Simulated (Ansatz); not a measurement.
Total energies of SnH3(NEt2) (C₄H₁₃NSn) from Ansatz at revPBE-D4/def2-TZVP, gas phase (1 Eh = 27.2114 eV = 2625.5 kJ/mol). The reference geometry is relaxed at PBE0-D4/def2-SVP.

Cartesian coordinates in Å:
```
Sn 1.038 1.378 -1.604
H 2.417 0.574 -2.226
H -0.098 1.789 -2.819
H 1.526 2.806 -0.768
N 0.096 0.019 -0.410
C 0.883 -0.796 0.490
C 1.367 -0.092 1.755
C -1.292 0.215 -0.045
C -2.176 -0.979 -0.385
H 1.756 -1.196 -0.058
H 0.294 -1.688 0.775
H 2.037 0.749 1.511
H 0.525 0.315 2.336
H 1.922 -0.783 2.410
H -1.400 0.456 1.034
H -1.686 1.101 -0.573
H -2.148 -1.182 -1.466
H -1.842 -1.890 0.135
H -3.222 -0.795 -0.090
```

```json
{"state": "charge 0 singlet", "geometry": "reference", "energy (Eh)": "-429.36415"}
{"state": "charge 1 doublet", "geometry": "reference", "energy (Eh)": "-429.08718"}
{"state": "free Sn atom (triplet)", "geometry": "–", "energy (Eh)": "-214.30325"}
{"state": "free H atom (doublet)", "geometry": "–", "energy (Eh)": "-0.50412"}
{"state": "free N atom (quartet)", "geometry": "–", "energy (Eh)": "-54.58772"}
{"state": "free C atom (triplet)", "geometry": "–", "energy (Eh)": "-37.84560"}
```

In the def2 sets Sn takes a core potential; there is no spin–orbit coupling.

Problem. Work out the vertical ionisation energy to the doublet.

Solution. E(charge 1 doublet) − E(charge 0 singlet) = -429.08718 − (-429.36415) = 0.27697 Eh = 7.54 eV. For comparison, −ε of the highest occupied level is 4.56 eV at this level, 2.98 eV less.

Problem. What is the binding energy per atom against free atoms?

Solution. Atoms: 1 × (-214.30325) + 13 × (-0.50412) + 1 × (-54.58772) + 4 × (-37.84560) = -426.82693 Eh. Binding: -426.82693 − (-429.36415) = 2.53722 Eh = 69.04 eV, or 3.63 eV for each of 19 atoms (no zero-point energy, no counterpoise term).
